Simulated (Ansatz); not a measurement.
A search over several starts for the lowest SCF solution of the cluster Ag2Au4⁺ at the given spin, in a small basis.

```yaml
crystal:
  periodic: [false, false, false]
  atoms:
    - {symbol: Au, position_ang: [2.391471, 1.664181, 0.050409]}
    - {symbol: Au, position_ang: [-1.527012, -2.013914, -0.141508]}
    - {symbol: Au, position_ang: [0.455262, -0.120205, -0.040209]}
    - {symbol: Au, position_ang: [1.035235, -2.730337, -0.402024]}
    - {symbol: Ag, position_ang: [-0.133897, 2.559219, 0.334070]}
    - {symbol: Ag, position_ang: [-2.221049, 0.641046, 0.199262]}
basis:
  gaussian: {orbitals: def2-SVP, initial_orbitals: start.molden}
total_charge: 1
magnetization: {spin_polarized: true, initial_magnetization: 1}
hamiltonian: {xc: pbe, dispersion: d4}
output: {orbitals: {seedname: orbitals}}
```

The file start.molden holds the orbitals of an earlier run on this structure, at another level or in another basis.

```sh
$ ansatz run in.yaml --threads 4 --pin off --events-out ev --progress --plain --max-ram 4787MiB
```

It prints (some lines left out):

```
Functional definition: PBE
1844 factors; their error is unknown
mean field evaluation 1: about -22774.3369 eV, gradient 6.2e-2 eV
mean field evaluation 2: about -22774.3015 eV, gradient 8.0e-5 eV
mean field evaluation 4: about -22540.0454 eV, gradient 2.4e2 eV
mean field evaluation 8: about -22774.2416 eV, gradient 3.9e0 eV
mean field evaluation 16: about -22774.3015 eV, gradient 1.5e-2 eV
mean field evaluation 32: about -22772.0355 eV, gradient 9.8e0 eV
mean field -22774.30149033 eV, -836.9401427937 hartree, gradient 8.0e-5 eV, S^2 0.752218; 5 other end points of the search recorded, 0 dependent functions left out
reference -22774.30155415 eV, -836.9401451390 hartree; 57, 56 occupied and 133, 134 virtual orbitals, 1844 factors
Total energy: -22774.78206967 eV, -836.9578037586 hartree
```

Run time 19 s (4 threads of Arm Neoverse V2 on a shared host).

In the def2 sets Ag, Au take a core potential; there is no spin–orbit coupling. No other spin state of charge 1 was run. Another isomer (doublet) lies 0.17 eV lower at PBE0-D4/def2-TZVP; other spin states weren't run for this one.
